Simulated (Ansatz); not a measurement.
Consider the formal exchange of groups at a B–C bond: `BC1(C)CO1` + `C[SiH](N)O` → `B[Si](C)(N)O` + `CC1CO1`.

Gas-phase electronic energies from Ansatz, PBE0-D4/def2-TZVP geometries. CCSD(T)/CBS adds triple-zeta CCSD(T) − MP2 to the extrapolated MP2 energy (def2 sets, frozen cores). DFT in def2-TZVPP. B3LYP here is the variant with VWN-RPA as its local correlation; programs differ in this. One conformer a species, not always the lowest.

```json
{"level": "r2SCANh-D4", "ΔE (kJ/mol)": "40.2", "difference from CCSD(T)/CBS": "1.7"}
{"level": "CAM-B3LYP-D4", "ΔE (kJ/mol)": "38.3", "difference from CCSD(T)/CBS": "-0.2"}
{"level": "B2PLYP", "ΔE (kJ/mol)": "39.7", "difference from CCSD(T)/CBS": "1.2"}
{"level": "B3LYP", "ΔE (kJ/mol)": "36.7", "difference from CCSD(T)/CBS": "-1.8"}
{"level": "r2SCANh", "ΔE (kJ/mol)": "40.4", "difference from CCSD(T)/CBS": "1.9"}
{"level": "BHLYP", "ΔE (kJ/mol)": "37.5", "difference from CCSD(T)/CBS": "-1.0"}
{"level": "CCSD/def2-SVP", "ΔE (kJ/mol)": "37.5", "difference from CCSD(T)/CBS": "-1.0"}
{"level": "CCSD(T)/def2-SVP", "ΔE (kJ/mol)": "39.6", "difference from CCSD(T)/CBS": "1.1"}
{"level": "HF/def2-TZVPP", "ΔE (kJ/mol)": "33.7", "difference from CCSD(T)/CBS": "-4.8"}
{"level": "HF/def2-QZVPP", "ΔE (kJ/mol)": "34.2", "difference from CCSD(T)/CBS": "-4.3"}
{"level": "CCSD(T)/CBS", "ΔE (kJ/mol)": "38.5", "difference from CCSD(T)/CBS": "0"}
```

Problem. What do rigid-rotor, harmonic-oscillator terms from PBE0-D4/def2-TZVP frequencies (298.15 K, 1 bar) make of the CCSD(T)/CBS value? (An estimate is asked.)

Solution. Computed: ΔZPE = +3.6 kJ/mol, ΔH = +43.6 kJ/mol, ΔS = 12 J/(mol·K), ΔG = +40.1 kJ/mol.

Largest T1 diagnostic among the species: 0.012.

In def2-TZVPP, CCSD(T) changes the Hartree–Fock value by +4.4 kJ/mol (the triples alone add +2.1 kJ/mol) and MP2 by +11.4 kJ/mol. Leaving LDA and LC-ωPBE aside and taking each functional with its dispersion term where it has one, the values, not all of them listed here, spread over 7.4 kJ/mol, from revPBE-D4 to ωB97M-V. LDA lies +9.4 kJ/mol from PBE without D4.

CCSD(T)/CBS has its own doubt, a few kJ/mol and more with outer-core shells, so smaller differences from it don't rank the levels.
